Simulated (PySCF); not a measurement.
How ionic is MBr along the alkaline earths?

r²SCAN in PySCF with x2c-TZVPPall on every atom, spin-free X2C, for the lowest determinant that a PBE0 search found; no spin–orbit coupling. A negative dipole means M(+)Br(−).

```tsv
M	state (unpaired electrons)	Re (Å)	μ (D)
Be	doublet (σ ↑)	1.971	-0.74
Mg	doublet (σ ↑)	2.364	-3.33
Sr	doublet (σ ↑)	2.733	-4.83
Ba	doublet (σ ↑)	2.846	-5.22
```

Question: Give the ionic character |μ|/(e·Re) of each, with 1 e·Å = 4.803 D, and the positive end.

Answer: BeBr 8 % (Be positive), MgBr 29 % (Mg positive), SrBr 37 % (Sr positive), BaBr 38 % (Ba positive). Lone pairs and polarisation enter μ too, so this number is only a rough measure of charge transfer.

Spin–orbit coupling is left out. States were picked by a PBE0 search and need not be the measured ground states.
